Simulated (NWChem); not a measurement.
System: CaO; SMILES [O]=[Ca]

```xyz
2

Ca     0.0000     0.0000    -0.6226
O      0.0000     0.0000     1.4135
```
Atoms are numbered in this order, from 1.

Results from NWChem. Geometry optimised at B3LYP/6-31G*; all other runs use it. Pople sets run with spherical d functions. Vzz has the sign of the potential's second derivative.

```csv
quantity,level,value
"vertical, lowest excitation, singlet (eV)","BHandHLYP/def2-SVPD, TDA",1.07
Vzz O2 (a.u.),CAM-B3LYP/def2-SVP,0.086
"vertical ionisation energy, ΔSCF (eV)",B3LYP/def2-TZVP,6.45
dipole (D),"LDA (Slater exchange, PW92)/def2-SVP",7.92
highest harmonic frequency (cm⁻¹),B3LYP/6-31G*,642
```
